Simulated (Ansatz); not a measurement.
Consider the silylene loss: `C[SiH2][Te][SiH3]` → `C[SiH2][TeH]` + `[SiH2]`.

Isolated molecules relaxed with PBE0-D4/def2-TZVP in Ansatz; ΔE leaves out vibrations. CCSD(T)/CBS adds triple-zeta CCSD(T) − MP2 to the extrapolated MP2 energy (def2 sets, frozen cores). This one scheme is used for every species. DFT in def2-TZVPP. def2 core potentials past Kr. For Te outer-core shells are correlated without core-valence functions, which leaves a few kJ/mol of doubt a bond. One conformer a species, not always the lowest.

```
       level  ΔE (kJ/mol)
 LDA (SPW92)        326.0
  r2SCAN0-D4        323.7
CAM-B3LYP-D4        296.3
HF/CBS(def2)        275.1
```

What does CCSD(T)/CBS give? (Best estimate.)

The calculation gave: +302.0 kJ/mol. The listed levels differ from it by 24.0, 21.7, -5.7, -26.9 kJ/mol.

What do rigid-rotor, harmonic-oscillator terms from PBE0-D4/def2-TZVP frequencies (298.15 K, 1 bar) make of the CCSD(T)/CBS value? (Best estimate.)

Ansatz gave: ΔZPE = -18.8 kJ/mol, ΔH = +286.7 kJ/mol, ΔS = 140 J/(mol·K), ΔG = +245.0 kJ/mol. Modes under 50 cm⁻¹ make the entropy rough.

Largest T1 diagnostic among the species: 0.014.

At CCSD(T), def2-SVP lies −24.5 kJ/mol from the extrapolated value and def2-TZVPP −12.1 kJ/mol. From BLYP to BHLYP (50 % exact exchange), in def2-TZVPP and without D4, ΔE moves by +27.3 kJ/mol. The D4 term adds +17.5 kJ/mol with B3LYP and +9.7 kJ/mol with PBE0; it sums over pairs of atoms, weighted by their polarisabilities, and B3LYP, whose exchange is more repulsive, gets the larger term.

B3LYP here is the variant with VWN-RPA as its local correlation; programs differ in this.
